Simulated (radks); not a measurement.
The numbers below are computed, except where a source is named.
Q: Coherent X-ray form factor from a spherical all-electron density. Code: a radial shooting solver on a logarithmic mesh with Libxc functionals. Model: Dirac Kohn-Sham, LDA (Slater exchange, Perdew-Zunger correlation), spin-unpolarised, spherical densities, point nucleus.

sin(theta)/lambda (1/angstrom),f0 (electrons)
0.05,33.834
0.1,33.349
0.15,32.574
0.2,31.559
0.25,30.360
0.3,29.040
0.4,26.263
0.5,23.592
0.6,21.209
0.8,17.346
1,14.288
1.25,11.176
1.5,8.845
2,6.278

The species is in the configuration that NIST lists as its ground one. Which atom or ion scatters so?

A: The rhodium ion Rh11+, [Ar] 3d10 4s2 4p4. Extrapolating in s^2 from the first two rows gives f0(0) = 34.0, near the electron count 34; among species with that count, the fall with angle is slower the higher Z, and the table is that of Z = 45; from so few rows the species is fixed only to a neighbour or two.
